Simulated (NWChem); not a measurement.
CH$_{3}$AlCl, doublet; SMILES [Al]([CH3])[Cl]

All runs: NWChem. Pople sets run with spherical d functions. Spin-unrestricted. Structure relaxed at the B3LYP/6-31G* (spherical d), spin-unrestricted level. This spin state was assumed; another may lie lower. No stability test was run on the SCF state. Level B3LYP/6-31G*: energy and gradient on several grids; changes count from the extra-fine grid, which is no exact limit either.

### Question
Which is the coarsest grid (medium; xcoarse; fine; coarse; xfine) from which on the energy stays within 50 μHa and each gradient component within 100 μHa/bohr of xfine?

### Answer
coarse.
```tsv
grid	size of the energy change (μHa)	largest change of a gradient component (μHa/bohr)	time, medium = 1 (rough)
xcoarse	40	900	about 1
coarse	< 10	30	about 1
medium	< 10	< 30	about 1
fine	< 10	< 30	about 1
xfine	< 10	< 30	2
```
